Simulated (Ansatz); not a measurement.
B₆As₆⁺, a cluster cut from wurtzite BAs (bare). The state is a doublet with charge 1. Geometry PBE-D4/def2-SVP, that of the neutral singlet.

```xyz
12

B    -1.121    0.878   -0.912
As   -2.197   -0.792   -1.254
As    2.057   -1.260   -1.285
B    -0.171   -0.907   -0.685
B    -1.581   -0.047    0.529
As    0.592   -2.508    0.271
As    0.065    2.507   -0.860
B     0.850    0.585   -0.506
B    -0.595    1.393    0.701
As   -0.903    0.333    2.398
As    2.504    0.280    0.602
B     0.499   -0.462    1.002
```

Single mean-field runs in def2-TZVP are fitted with def2-universal-jkfit.

Task: Estimate the α-spin orbital energies around the gap (eV) in Ansatz with LDA (SPW92)/def2-TZVP, PBE-D4/def2-TZVP, PBE0-D4/def2-TZVP.

Result: 
| orbital | LDA (SPW92)/def2-TZVP | PBE-D4/def2-TZVP | PBE0-D4/def2-TZVP |
| --- | --- | --- | --- |
| HOMO−5 | -11.06 | -10.86 | -11.81 |
| HOMO−4 | -10.98 | -10.78 | -11.72 |
| HOMO−3 | -10.60 | -10.38 | -11.30 |
| HOMO−2 | -10.41 | -10.20 | -11.14 |
| HOMO−1 | -10.19 | -9.98 | -10.95 |
| HOMO | -9.51 | -9.34 | -10.25 |
| LUMO | -7.65 | -7.42 | -6.78 |
| LUMO+1 | -7.64 | -7.41 | -6.77 |
| LUMO+2 | -6.82 | -6.57 | -5.86 |
| LUMO+3 | -6.57 | -6.32 | -5.61 |
| LUMO+4 | -6.49 | -6.24 | -5.49 |
| LUMO+5 | -5.46 | -5.26 | -4.46 |
| β HOMO | -10.15 | -9.95 | -10.92 |
| β LUMO | -9.25 | -8.97 | -8.41 |
